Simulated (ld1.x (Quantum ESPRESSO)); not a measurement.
## Ga (Z = 31): excitation energies, all-electron against ultrasoft

ld1.x (Quantum ESPRESSO) 7.5 input, shortened:

```
&input
   title='Ga', zed=31., rel=1, dft='PBE', iswitch=3,
   config='[Ar] 3d10 4s1 4p0 4d-2'
 /
 &inputp
   pseudotype=3, tm=.true., lloc=2,
   nlcc=.false.,
   which_augfun='PSQ', rmatch_augfun_nc=.true.
 /
5
4S  1  0   1.00   0.00  1.90  2.00  0.0
4S  1  0   0.00   0.15  1.90  2.00  0.0
4P  2  1   0.00   0.00  1.95  2.50  0.0
4P  2  1   0.00   0.75  1.95  2.50  0.0
4D  3  2  -2.00   0.40  2.35  2.35  0.0
 &test
   configts(1)='4s1 4p0'
 /
```

Energies are relative to the spin-unpolarised reference configuration 4s1 4p0; without spin polarisation the order of configurations can differ from experiment. The frozen-core shift is the all-electron ΔE with the core orbitals held at their reference shape minus the fully relaxed ΔE.

| valence configuration | charge | ΔE all-electron (eV) | error AE − PS (meV) | frozen-core shift (meV) |
| --- | --- | --- | --- | --- |
| 4s2 4p1 | 0 | -26.816 | +268 | +174 |
| 4s2 4p0 | +1 | -21.128 | +139 | +106 |
| 4s2 4p0.5 | +0.5 | -24.786 | +209 | +148 |
| 4s0 4p3 | 0 | -13.445 | +319 | +31 |
| 4s1 4p2 | 0 | -20.278 | +264 | +84 |
| 4s1 4p1 | +1 | -13.756 | +122 | +39 |
| 4s2 4p1.3 | -0.3 | -27.350 | +292 | +182 |

Levels in the configuration 4s0 4p3:

```json
{"level": "4p", "all-electron (eV)": "-4.019", "pseudo (eV)": "-4.119"}
```
